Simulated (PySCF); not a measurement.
Run record: geometry optimisation, `C[C@@H]([SiH3])BBr`.

Computed with PBE0-D3(BJ)/def2-SVP geometry optimisation, gas phase (PySCF 2.14.0). Start geometry: GFN2-xTB. The input is one job of a driver script: a line of settings, then coordinates in Å.

Command:
```bash
OMP_NUM_THREADS=1 python probes_run.py task.json out
```

Input:
```
{"job": {"xc": "PBE0", "basis": "def2-SVP", "d3": "d3bj", "grid": 1, "shake": 0.01, "kind": "geom"}, "charge": 0, "multiplicity": 1}
C      0.384890    -1.534530    -0.164360
C      0.383650     0.010310    -0.320070
Si    -1.440060     0.700590    -0.208450
B      1.239520     0.789900     0.739660
Br     1.809010     2.518710     0.371660
H     -0.327560    -1.960650    -0.880500
H      0.066230    -1.796900     0.835430
H      1.370300    -1.921550    -0.351750
H      0.697300     0.265290    -1.321370
H     -2.213970    -0.100110    -1.123620
H     -1.443360     2.112370    -0.566190
H     -1.908700     0.533030     1.174730
H      1.388580     0.366650     1.804510
```

Q: Estimate the output.

A: 
```
step   0  E = -2968.52095643  max force = 0.033154
step   1  E = -2968.52810573  max force = 0.009511
step   2  E = -2968.52889591  max force = 0.001481
step   3  E = -2968.52897663  max force = 0.000637
step   4  E = -2968.52898737  max force = 0.001071
step   5  E = -2968.52901946  max force = 0.000679
step   6  E = -2968.52904859  max force = 0.000420
step   7  E = -2968.52906381  max force = 0.000549
step   8  E = -2968.52906779  max force = 0.000363
optimisation converged
```

Energies in Eh; «max force» is the largest Cartesian gradient component in Eh/bohr.

Q: Give the first gradient maximum in eV/Å.

A: With 1 Eh/bohr = 51.422 eV/Å, 1.705 eV/Å.

Q: How much energy does the optimisation release, in kJ/mol?

A: E(step 0) − E(last step) = 0.008111 Eh, which is 21.3 kJ/mol.

Main results: final energy -2968.52907 Eh after 8 steps; dipole 1.55 D.

Q: Give the final coordinates.

A: 0.043 Å rms from the input after alignment:
```
atom  x, y, z in Å
C1     2.1045   -0.4628    0.8882
C2     1.9070    1.0414    0.6639
Si3    0.0408    1.4501    0.5676
B4     2.4550    1.9545    1.7786
Br5    2.9258    3.7792    1.4328
H6     1.5876   -1.0674    0.1266
H7     1.7232   -0.7747    1.8734
H8     3.1712   -0.7328    0.8533
H9     2.2730    1.3658   -0.3270
H10   -0.5766    0.5222   -0.4296
H11   -0.1759    2.8628    0.1414
H12   -0.6161    1.2277    1.8921
H13    2.5590    1.5979    2.9270
```

Q: How long does this job take on one thread, Arm Neoverse V1 (aarch64), no GPU, on a shared host? And the peak memory of the process?

A: About 75 s, with 0.51 GiB resident at the peak, the Python interpreter and its libraries included.
Labels such as C1 count atoms from 1, the log's own numbers from 0.
